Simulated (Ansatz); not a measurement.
The same path of C$_{2}$H$_{3}$ClSi (7 atoms, charge 0, multiplicity 1) was run twice with different band settings. Made: C2–H5.

The calculation used RKS PBE-D4/def2-SVP in Ansatz.

Relaxed end points:

```xyz
7
Properties=species:S:1:pos:R:3
C -0.514 0.495 -1.886
C -0.160 0.212 -0.744
Si 0.384 -0.202 0.955
Cl -1.019 -1.446 1.857
H -0.825 0.746 -2.892
H 0.501 1.052 1.766
H 1.695 -0.925 0.898
```

```xyz
7
Properties=species:S:1:pos:R:3
C -0.090 0.165 -2.312
C -0.060 0.133 -1.023
Si 0.322 -0.153 0.775
Cl -1.141 -1.342 1.639
H -0.963 0.821 -1.429
H 0.352 1.161 1.490
H 1.642 -0.853 0.815
```

Common settings: movable images 5; climbing image yes; spring 5.0 eV/Å²; start path through a guess of the saddle point; force threshold 0.05 eV/Å; iteration limit 60; end points relaxed.

| run | optimiser | largest step |
| --- | --- | --- |
| 1 | quadratic models (default) | default |
| 2 | lbfgs | 0.02 Å |

(1) What does each run give, and how far can it be trusted?

Answers

(1) Run 1: converged after 16 iterations, highest image 1.996 eV above the first end. A vibrational analysis at the climbing image gives one clearly imaginary mode, 664i cm⁻¹: a first-order saddle point.
Run 2: not converged after 60 iterations, highest image 1.999 eV above the first end. The band didn't meet its force threshold, so its energies are provisional: the largest band force was still 0.51 eV/Å, and over the last iterations the top stayed at 2.00 eV.
